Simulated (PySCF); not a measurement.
Magnetic susceptibility: `Fc1c(OC)nnc(C)c1`, C6H7FN2O

Cartesian coordinates in Å; atom numbers follow the order of the lines, from 1:
```xyz
17

C     3.177    0.746   -0.184
O     2.406   -0.434   -0.038
C     1.083   -0.270   -0.011
N     0.560    0.936   -0.116
N    -0.730    1.123   -0.090
C    -1.567    0.118    0.041
C    -3.025    0.436    0.059
C    -1.109   -1.209    0.160
C     0.244   -1.402    0.133
F     0.774   -2.631    0.239
H     2.931    1.251   -1.120
H     2.988    1.432    0.644
H     4.215    0.422   -0.184
H    -3.532   -0.074   -0.759
H    -3.160    1.508   -0.045
H    -3.472    0.103    0.994
H    -1.789   -2.040    0.268
```

Computed, not measured: PySCF, GIAO BHandHLYP/pcSseg-1 magnetisability, rotational g tensor and spin-rotation constants, non-relativistic, gas phase. Geometry: GFN2-xTB.

**Question.** What are the magnetisability and the molar susceptibility?

**Answer.** Isotropic -1293 × 10⁻³⁰ J/T², or -77.9 × 10⁻⁶ cm³/mol; principal values -1887, -1032, -961 × 10⁻³⁰ J/T², anisotropy 893 × 10⁻³⁰ J/T² (root of half the summed squared differences of the principal values). The susceptibility is in cgs units.

**Question.** Split it along the inertial axes a, b, c into diamagnetic and paramagnetic parts about the centre of mass, with the quadrupole moment.

**Answer.** 
```csv
axis,χ (10⁻⁶ cm³/mol),diamagnetic (10⁻⁶ cm³/mol),paramagnetic (10⁻⁶ cm³/mol),summed x² of all electrons (Å²),quadrupole Θ (D Å)
a,-57.9,-589.8,532.0,282.4,+12.93
b,-62.1,-1262.1,1200.0,123.9,-10.98
c,-113.7,-1723.6,1610.0,15.1,-1.94
```
Anisotropies 2χaa − χbb − χcc = +60.1 and 2χbb − χaa − χcc = +47.2 × 10⁻⁶ cm³/mol. Θ is traceless in Buckingham's convention.

**Question.** And the rotational g tensor?

**Answer.** 
| axis | rotational constant (GHz) | g | nuclear part | electronic part |
| --- | --- | --- | --- | --- |
| a | 2.3437 | -0.0542 | 0.5315 | -0.5857 |
| b | 1.0615 | -0.0154 | 0.5830 | -0.5984 |
| c | 0.7373 | +0.0053 | 0.5629 | -0.5577 |

Asymmetric top; isotopes 12C, 19F, 1H, 14N, 16O; no vibrational averaging.
